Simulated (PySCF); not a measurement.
Correlation energy of V²⁺ (vanadium, charge +2)

[Ar] 3d2 4p1, one real determinant (an excited configuration). All numbers are calculated (PySCF 2.14, the non-relativistic Hamiltonian (point nucleus), in aug-cc-pVDZ (7s6p4d2f, 59 functions)). Frozen: [Ar]; 3 electrons correlated.

```tsv
level	correlation energy (mhartree)
CCSD	-7.96
(T)	-0.24
CCSD(T)	-8.20
```

Diagnostics: T1 = 0.0059, D1 = 0.0128, largest double amplitude 0.168.

The real determinant used has ⟨L²⟩ near 14 against 20 for a pure G term, so it mixes terms. A double-excitation amplitude exceeds 0.15, a sign of near-degeneracy.

Cost of the coupled-cluster step: of the order of 1.8 core-seconds, for 3 correlated electrons.

The reference is one real determinant that mixes LS terms of this configuration.
